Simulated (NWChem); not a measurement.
System: SiN$_{2}$H$_{4}$F$_{2}$; SMILES N[Si](N)(F)F

```xyz
9

N      1.1949     0.7029     0.9733
Si     0.0000     0.0000    -0.0126
N     -1.1949    -0.7029     0.9733
F     -0.7997     0.9824    -1.0053
F      0.7997    -0.9824    -1.0053
H      2.1223     0.8846     0.6124
H      0.9383     1.3459     1.7105
H     -2.1223    -0.8846     0.6124
H     -0.9383    -1.3459     1.7105
```
Atoms are numbered in this order, from 1.

Results from NWChem. Pople sets run with spherical d functions. The geometry was optimised at B3LYP/6-31G* (spherical d). Ions are spin-unrestricted doublets at the neutral geometry; other ion states weren't tried. Functional: LC-ωPBE (HJS hole) with 6-31G*; rows give the range parameter ω in 1/bohr.

For range parameter (1/bohr) 0.05:

```yaml
vertical ionisation energy, ΔSCF (eV): 9.63
"−ε(HOMO) (eV)": 6.86
```

Problem. What are these values for range parameter (1/bohr) 0.80?

Solution. The vertical ionisation energy, ΔSCF (eV) is 11.34 and the −ε(HOMO) (eV) is 12.19.
